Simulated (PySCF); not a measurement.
HO4S, SMILES O=S(O)([O])=O, multiplicity 2. Geometry: TPSSh-D3(BJ)/def2-SVP. The isomer is the one that the SMILES or the coordinates give; other isomers of the formula were not compared. The values are those of a single conformer.

These are TPSSh-D3(BJ)/def2-SVP run with PySCF values and carry that method's errors.

Harmonic wavenumbers (cm⁻¹): 230, 282, 376, 399, 417, 507, 819, 835, 1030, 1125, 1271, 3710. Rotational constants (GHz): 5.369, 5.066, 4.643; symmetry number 1.

**Question.** Work out the zero-point energy and the ideal-gas rigid-rotor harmonic-oscillator thermochemistry at 298.15 K and 1 atm.

**Answer.** ZPE = ½ Σ hcν = ½ × 11001 cm⁻¹ = 65.80 kJ/mol. H − E(el) = 81.82 kJ/mol. Entropy in J/(mol K): translation 165.81, rotation 106.05, vibration 31.42, spin 5.76, total 309.04. G − E(el) = -10.32 kJ/mol. Cp = 79.90 J/(mol K).
